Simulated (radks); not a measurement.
Computed order of ionisation of holmium. At each step one electron was removed from each of the four highest sub-shells of the ion before, moves of one valence electron (up to charge 6) and the configuration listed by NIST were tried, and the lowest configuration was kept. Method: scalar-relativistic Kohn-Sham, BLYP, spin-polarised, spherical densities, finite nucleus; Fermi nuclear charge, rms radius of each element as measured or else 0.836 A^(1/3) + 0.57 fm; computed with a radial shooting solver on a logarithmic mesh with Libxc functionals. Open shells are filled with parallel spins first.

[
 {"species": "Ho", "lowest configuration found": "[Xe] 4f11 6s2", "NIST configuration": "same", "margin to the next tried (eV)": "2.380", "IE (eV)": "6.090", "NIST IE (eV)": "6.022", "kind": "exp."},
 {"species": "Ho+", "lowest configuration found": "[Xe] 4f11 6s1", "NIST configuration": "same", "margin to the next tried (eV)": "2.515", "IE (eV)": "12.124", "NIST IE (eV)": "11.78", "kind": "semi-emp."},
 {"species": "Ho2+", "lowest configuration found": "[Xe] 4f11", "NIST configuration": "same", "margin to the next tried (eV)": "3.775", "IE (eV)": "24.304", "NIST IE (eV)": "22.79", "kind": "semi-emp."},
 {"species": "Ho3+", "lowest configuration found": "[Xe] 4f10", "NIST configuration": "same", "margin to the next tried (eV)": "10.119", "IE (eV)": "42.887", "NIST IE (eV)": "42.5", "kind": "semi-emp."},
 {"species": "Ho4+", "lowest configuration found": "[Xe] 4f9", "NIST configuration": "same", "margin to the next tried (eV)": "17.147", "IE (eV)": "63.876", "NIST IE (eV)": "-", "kind": ""},
 {"species": "Ho5+", "lowest configuration found": "[Xe] 4f8", "NIST configuration": "[Kr] 4d10 4f9 5s2 5p5 lies 12.751 eV higher", "margin to the next tried (eV)": "12.751", "IE (eV)": "86.908", "NIST IE (eV)": "95", "kind": "theory"},
 {"species": "Ho6+", "lowest configuration found": "[Xe] 4f7", "NIST configuration": "differs (not computed)", "margin to the next tried (eV)": "6.980", "IE (eV)": "112.17", "NIST IE (eV)": "112", "kind": "theory"},
 {"species": "Ho7+", "lowest configuration found": "[Kr] 4d10 4f7 5s2 5p5", "NIST configuration": "differs (not computed)", "margin to the next tried (eV)": "6.681", "IE (eV)": "128.31", "NIST IE (eV)": "129", "kind": "theory"},
 {"species": "Ho8+", "lowest configuration found": "[Kr] 4d10 4f7 5s2 5p4", "NIST configuration": "differs (not computed)", "margin to the next tried (eV)": "10.198", "IE (eV)": "144.76", "NIST IE (eV)": "155", "kind": "theory"},
 {"species": "Ho9+", "lowest configuration found": "[Kr] 4d10 4f7 5s2 5p3", "NIST configuration": "differs (not computed)", "margin to the next tried (eV)": "14.020", "IE (eV)": "168.21", "NIST IE (eV)": "173", "kind": "theory"},
 {"species": "Ho10+", "lowest configuration found": "[Kr] 4d10 4f7 5s2 5p2", "NIST configuration": "differs (not computed)", "margin to the next tried (eV)": "11.428", "IE (eV)": "186.09", "NIST IE (eV)": "197", "kind": "theory"},
 {"species": "Ho11+", "lowest configuration found": "[Kr] 4d10 4f7 5s2 5p1", "NIST configuration": "differs (not computed)", "margin to the next tried (eV)": "14.816", "IE (eV)": "204.20", "NIST IE (eV)": "229", "kind": "theory"},
 {"species": "Ho12+", "lowest configuration found": "[Kr] 4d10 4f7 5s2", "NIST configuration": "same", "margin to the next tried (eV)": "18.502", "IE (eV)": "244.97", "NIST IE (eV)": "263", "kind": "theory"},
 {"species": "Ho13+", "lowest configuration found": "[Kr] 4d10 4f6 5s2", "NIST configuration": "same", "margin to the next tried (eV)": "8.036", "IE (eV)": "277.19", "NIST IE (eV)": "284", "kind": "theory"}
]

Reference values: NIST Atomic Spectra Database (exp. = measured, semi-emp. = semi-empirical, theory = theoretical value adopted there). Open shells are spherical and high-spin; term and fine-structure splittings are not resolved. Spin-orbit splitting is averaged out at the scalar-relativistic level. Tried without a valid solution: [Xe] 4f12 6s1. No tabulated value is given for the 4+ ions of Nd, Pm and Eu to Yb, where it belongs to another shell than the one emptied here.
